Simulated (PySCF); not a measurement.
Correlation energy of Ar+ (argon, charge +1)

Starting occupation: [Ne] 3s2 3p5, 3p1/2 with m_j = -1/2, +1/2, 3p3/2 with m_j = -1/2, +1/2, +3/2. All numbers are calculated (PySCF 2.14, X2C-1e with screened-nucleus spin-orbit coupling, Gaussian nucleus, in an even-tempered Gaussian basis (19 s from 0.026 bohr⁻², ratio 2.8; 13 p from 0.034 bohr⁻², ratio 2.8; 5 d from 1 bohr⁻², ratio 3)). Frozen: 1s2; 15 electrons correlated; the 42 highest virtual spinors left out.

MP2 pair energies summed by pair of shells (mhartree):

| pair | energy | share (%) |
| --- | --- | --- |
| 2p-2p | -172.90 | 42.2 |
| 3p-3p | -78.24 | 19.1 |
| 2p-3p | -41.07 | 10.0 |
| 3p-3s | -38.67 | 9.4 |
| 2p-2s | -38.16 | 9.3 |
| 2p-3s | -15.15 | 3.7 |
| 2s-2s | -8.56 | 2.1 |
| 3s-3s | -8.23 | 2.0 |
| 2s-3p | -5.84 | 1.4 |
| 2s-3s | -2.91 | 0.7 |

Total MP2 correlation energy: -409.74 mhartree.

The GHF reference relaxed away from the jj start to a determinant that is no pure jj level (⟨S²⟩ = 0.75, ⟨J²⟩ = 3.76); the energies belong to that determinant.
